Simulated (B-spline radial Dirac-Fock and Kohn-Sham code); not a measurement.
# Magnetic form factor of the 4f shell of Hf¹⁷⁺

System: the Hf¹⁷⁺ ion, configuration 1s2 2s2 2p6 3s2 3p6 3d10 4s2 4p6 4d10 4f9.

The run's input, task.json:

```json
{"items": [{
  "Z": 72,
  "q": 17,
  "cfg": [[1, 0, 2], [2, 0, 2], [2, 1, 6], [3, 0, 2], [3, 1, 6], [3, 2, 10], [4, 0, 2], [4, 1, 6], [4, 2, 10], [4, 3, 9]],
  "A": 180,
  "rrms": 5.347,
  "do": ["scatter"],
  "s": [0.0, 0.08, 0.1, 0.12, 0.15, 0.18, 0.22, 0.27, 0.33, 0.4, 0.5, 0.61, 0.74, 0.91, 1.12, 1.37, 1.67, 2.05, 2.51, 3.07, 3.77, 4.61, 5.65],
  "pz": [0, 0.1, 0.2, 0.3, 0.4, 0.5, 0.6, 0.8, 1.0, 1.2, 1.4, 1.6, 1.8, 2.0, 2.5, 3.0, 4.0, 5.0, 7.0, 10.0, 15.0, 20.0, 30.0, 40.0, 60.0, 100.0],
  "hv_scatter": [1000, 8047.8, 10000, 17479.3, 50000, 100000, 200000, 500000]
}]}
```

Launch: `python xray_run.py task.json out`

Method: configuration-average Dirac-Fock orbitals. Computed with a B-spline atomic structure program. ⟨j_K⟩ is the integral of the 4f radial density with the spherical Bessel function j_K(4πsr), s = sin θ/λ.

Hund's rules give S = 5/2, L = 5, J = 15/2 for 4f9, so g = 1.333, and the dipole approximation is F = ⟨j0⟩ + C₂⟨j2⟩ with C₂ = (2 − g)/g = 0.500.

```
s (Å⁻¹)     ⟨j0⟩    ⟨j2⟩    ⟨j4⟩    ⟨j6⟩  F (dipole)
      0   1.0000  0.0000  0.0000  0.0000      1.0000
   0.08   0.9841  0.0063  0.0000  0.0000      0.9873
    0.1   0.9753  0.0098  0.0000  0.0000      0.9802
   0.12   0.9647  0.0140  0.0001  0.0000      0.9717
   0.15   0.9454  0.0216  0.0002  0.0000      0.9562
   0.18   0.9224  0.0305  0.0004  0.0000      0.9376
   0.22   0.8864  0.0442  0.0009  0.0000      0.9085
   0.27   0.8342  0.0636  0.0020  0.0000      0.8660
   0.33   0.7633  0.0889  0.0041  0.0001      0.8078
    0.4   0.6733  0.1192  0.0081  0.0004      0.7329
    0.5   0.5404  0.1591  0.0168  0.0012      0.6199
   0.61   0.4012  0.1929  0.0303  0.0032      0.4977
   0.74   0.2603  0.2149  0.0496  0.0075      0.3677
   0.91   0.1250  0.2153  0.0750  0.0166      0.2326
   1.12   0.0280  0.1858  0.0981  0.0315      0.1209
   1.37  -0.0196  0.1356  0.1083  0.0490      0.0482
```

Radial moments of the shell: ⟨r²⟩ = 0.3392, ⟨r⁴⟩ = 0.2046, ⟨r⁶⟩ = 0.1948 in powers of bohr.
